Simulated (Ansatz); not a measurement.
GeH₁₉N₃Si₆ (`[SiH3][N]([SiH3])[GeH]([N]([SiH3])[SiH3])[N]([SiH3])[SiH3]`) from Hartree–Fock to CCSD(T)

```xyz
29

Si   -0.3974    2.1179   -1.5387
N     0.8981    1.1883   -0.8496
Si    2.5224    1.7984   -0.8767
Ge    0.5743   -0.5315   -0.2875
N     0.5329   -0.5013    1.5499
Si    0.5440    1.0261    2.3771
Si    0.6866   -1.9811    2.4432
N    -1.1146   -0.9787   -0.8591
Si   -2.4137   -1.0464    0.2921
Si   -1.3612   -1.5264   -2.4871
H    -1.5479    2.2396   -0.6087
H     0.1604    3.4700   -1.8148
H    -0.8846    1.5397   -2.8193
H     3.3864    0.7922   -0.2017
H     3.0106    1.9938   -2.2690
H     2.6230    3.0967   -0.1631
H     1.6304   -1.5103   -0.8158
H     0.4195    0.7163    3.8275
H    -0.5873    1.8909    1.9582
H     1.8127    1.7720    2.1629
H    -0.4079   -2.1283    3.4358
H     1.9845   -2.0505    3.1683
H     0.6231   -3.1000    1.4642
H    -2.5884    0.2426    1.0070
H    -3.6452   -1.3510   -0.4863
H    -2.2162   -2.1221    1.2999
H    -2.4389   -0.7562   -3.1583
H    -0.0811   -1.3317   -3.2205
H    -1.7245   -2.9690   -2.5297
```

Total charge 0; spin multiplicity 1. Correlated methods include outer-core shells of Ge, which these sets cover unevenly. Scalar relativity is left out up to krypton. All single points use the PBE0-D4/def2-TZVP geometry. It is one conformer, not always the lowest. Frozen core, restricted reference, Ansatz.

```tsv
basis	HF (Eh)	MP2 corr.	CCSD corr.	(T)	CCSD(T) total
def2-SVP	-3982.60856	-1.34865	-1.48344	-0.04415	-3984.13615
def2-TZVPP	-3983.70123	-1.65730	-1.78199	-0.06991	-3985.55313
def2-QZVPP	-3983.80731	-2.01936	–	–	–
```
